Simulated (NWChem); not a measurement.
Molecule: CH3F3Si; SMILES FC(F)(F)[SiH3]

Results from NWChem. Medium grid unless said otherwise, to which SCAN and Minnesota functionals are sensitive. The geometry was optimised at PBE0/def2-SVP.

Task: Among these, which level gives the highest value of “orbital gap (eV)”?
(A) PW6B95/def2-SVP
(B) r2SCAN/def2-SVP
(C) BLYP/def2-SVP
(D) B3LYP/def2-SVP

Result: A, PW6B95/def2-SVP. Values: BLYP/def2-SVP 7.52; r2SCAN/def2-SVP 8.21; B3LYP/def2-SVP 9.52; PW6B95/def2-SVP 10.15
